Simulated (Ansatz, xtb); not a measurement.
# C3H6GeS: which of two isomers lies lower

We compare I, `SC#C[CH2][GeH3]`, a singlet, with II, `SCC#[C][GeH3]`, a singlet. Both are isolated molecules in the gas phase, relaxed with r2SCAN-D4/def2-SVP; the shapes shown needn't be the lowest conformers.

I (Å):

```tsv
atom	x (Å)	y (Å)	z (Å)
C	-1.5454	2.3558	0.2839
C	-1.3870	1.2152	0.6976
C	-1.1237	-0.1290	1.1533
Ge	0.7061	-0.6923	0.6463
S	-1.9469	3.9184	-0.2072
H	-0.7753	4.2297	-0.8177
H	-1.2039	-0.2135	2.2515
H	-1.8282	-0.8569	0.7136
H	1.7198	0.2611	1.2909
H	0.8387	-0.6446	-0.8809
H	0.9397	-2.1260	1.1494
```

II (Å):

```yaml
atoms:
  - { symbol: C, position_ang: [-2.0602, -0.6518, 0.6650] }
  - { symbol: C, position_ang: [-0.8826, 0.1862, 0.7660] }
  - { symbol: C, position_ang: [0.0951, 0.9175, 0.8437] }
  - { symbol: Ge, position_ang: [1.6194, 2.0350, 0.9511] }
  - { symbol: S, position_ang: [-2.7852, -0.7253, -1.0286] }
  - { symbol: H, position_ang: [-3.0302, 0.6005, -1.1235] }
  - { symbol: H, position_ang: [-2.8329, -0.3320, 1.3837] }
  - { symbol: H, position_ang: [-1.8147, -1.7002, 0.9038] }
  - { symbol: H, position_ang: [1.3722, 3.1188, 2.0071] }
  - { symbol: H, position_ang: [1.8581, 2.6854, -0.4163] }
  - { symbol: H, position_ang: [2.8350, 1.1895, 1.3474] }
```

Task: Which of the two would you expect CCSD(T)/def2-SVP + ΔMP2/def2-TZVPP electronic energies to favour?

Result: Structure II; the calculation gives E(II) − E(I) = −14.5 kJ/mol.

How the difference moves with the method:

```tsv
level	geometry	E(II) − E(I) (kJ/mol)	departure from the last row (kJ/mol)	job, with rough time for the two
GFN2-xTB	GFN2-xTB	−8.1	+6.4	optimisation, 0.22 s
HF/STO-3G	GFN2-xTB	−17.9	−3.5	single point, 0.82 s
r2SCAN-D4/def2-SVP//GFN2-xTB	GFN2-xTB	−5.4	+9.1	single point, 4.2 s
r2SCAN-D4/def2-SVP	r2SCAN-D4/def2-SVP	−4.6	+9.9	optimisation, 37 s
HF/def2-SVP	r2SCAN-D4/def2-SVP	−21.2	−6.7	part of the CCSD(T) run
MP2/def2-SVP	r2SCAN-D4/def2-SVP	−13.3	+1.1	part of the CCSD(T) run
CCSD(T)/def2-SVP	r2SCAN-D4/def2-SVP	−15.0	−0.6	single point
CCSD(T)/def2-SVP + ΔMP2/def2-TZVPP	r2SCAN-D4/def2-SVP	−14.5		single point, 53 s
```

As drawn, both hold the same kinds of bond in the same numbers.

The levels shown agree on the order. The largest departure from CCSD(T)/def2-SVP + ΔMP2/def2-TZVPP is that of r2SCAN-D4/def2-SVP, 9.9 kJ/mol. A small imaginary or near-zero mode remains, so no thermal terms are given. The last row adds to CCSD(T) the change of the MP2 difference between the two basis sets, here +0.6 kJ/mol.

The correlated steps freeze 17 core orbitals; the filled d shell of Ge is correlated, in a basis made for valence electrons. Run with Ansatz 0.2.0, xtb 6.7.1; the last row on 2 threads of Intel(R) Xeon(R) Platinum 8259CL CPU @ 2.50GHz (Skylake/Cascade Lake) on a shared host.
